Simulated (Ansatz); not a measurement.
Calculated with Ansatz (gas phase, PBE0-D4/def2-TZVP geometries, no zero-point term in ΔE). CCSD(T)/CBS is the MP2 limit (def2-TZVPP, def2-QZVPP) plus CCSD(T) − MP2 in def2-TZVPP, frozen cores. This one scheme is used for every species. DFT in def2-TZVPP. B3LYP here is the variant with VWN-RPA as its local correlation; programs differ in this. Each species was taken in one conformer, which may not be the lowest.

Reaction (substitution at a C–N bond): `C/N=C/O` + `[NH2][AlH][NH2]` → `C[NH][AlH][NH2]` + `N=CO`

| level | ΔE (kJ/mol) | difference from CCSD(T)/CBS |
| --- | --- | --- |
| revPBE-D4 | 17.8 | -2.2 |
| PBE0-D4 | 19.3 | -0.7 |
| BLYP | 20.7 | 0.7 |
| PBE0 | 20.3 | 0.3 |
| B3LYP | 20.7 | 0.7 |
| LC-ωPBE | 20.3 | 0.3 |
| CCSD(T)/def2-SVP | 14.9 | -5.1 |
| CCSD/def2-TZVPP | 18.7 | -1.3 |
| HF/CBS(def2) | 19.1 | -0.9 |
| CCSD/CBS(def2) | 19.7 | -0.3 |
| CCSD(T)/CBS | 20.0 | 0 |

What do rigid-rotor, harmonic-oscillator terms from PBE0-D4/def2-TZVP frequencies (298.15 K, 1 bar) make of the CCSD(T)/CBS value? (Best estimate.)

The calculation gave: ΔZPE = +2.7 kJ/mol, ΔH = +22.6 kJ/mol, ΔS = 10 J/(mol·K), ΔG = +19.6 kJ/mol.

Largest T1 diagnostic among the species: 0.014.

At CCSD(T), def2-SVP lies −5.1 kJ/mol from the extrapolated value and def2-TZVPP −0.9 kJ/mol. Leaving LDA and LC-ωPBE aside and taking each functional with its dispersion term where it has one, the values, not all of them listed here, spread over 3.0 kJ/mol, from revPBE-D4 to B97M-V.
